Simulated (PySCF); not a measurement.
**Interval between two levels of Hg⁺ by level of theory**

Hg⁺ [Xe] 4f14 5d10 6s1 [2S1/2, M_J = 1/2] → Hg⁺ [Xe] 4f14 5d9 6s1 7s1 [4D7/2, M_J = 7/2], as a difference of total energies. All numbers are calculated (PySCF 2.14, the two-component X2C-1e Hamiltonian, in x2c-SVPall-2c with one added diffuse shell each of s, p, d type (8s11p10d2f, 105 functions)). Correlated levels: [Kr] 4d10 4f14 frozen; the 22 highest virtual spinors dropped. "Screened" scales the spin-orbit matrix elements by Boettger's factors to mimic the two-electron term; Breit and QED terms are absent.

```
                    method  interval between two levels (cm⁻¹)
 GHF (screened spin-orbit)                              125540
GMP2 (screened spin-orbit)                              134710
```

The labels give the starting determinants; with spin-orbit coupling the two ends relaxed to ⟨J²⟩ = 0.75, ⟨L²⟩ = 0.15, ⟨S²⟩ = 0.90 and ⟨J²⟩ = 15.76, ⟨L²⟩ = 6.15, ⟨S²⟩ = 3.90.

The promoted electron is Rydberg-like, and one or two diffuse shells describe it only roughly, which tends to raise the upper state.
